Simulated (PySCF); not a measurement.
SZn, SMILES [Zn]=[S]. The structure is a stationary point at B3LYP-D3(BJ)/def2-TZVP.

The numbers are results of B3LYP-D3(BJ)/def2-TZVP (PySCF), not measurements.

Harmonic wavenumbers (cm⁻¹): 435. Rotational constants (GHz): 5.440 (linear); symmetry number 1.

Task: Work out the zero-point energy and the ideal-gas rigid-rotor harmonic-oscillator thermochemistry at 298.15 K and 1 atm.

Result: ZPE = ½ Σ hcν = ½ × 435 cm⁻¹ = 2.60 kJ/mol. H − E(el) = 12.01 kJ/mol. Entropy in J/(mol K): translation 165.86, rotation 66.85, vibration 3.52, total 236.23. G − E(el) = -58.43 kJ/mol. Cp = 34.93 J/(mol K).
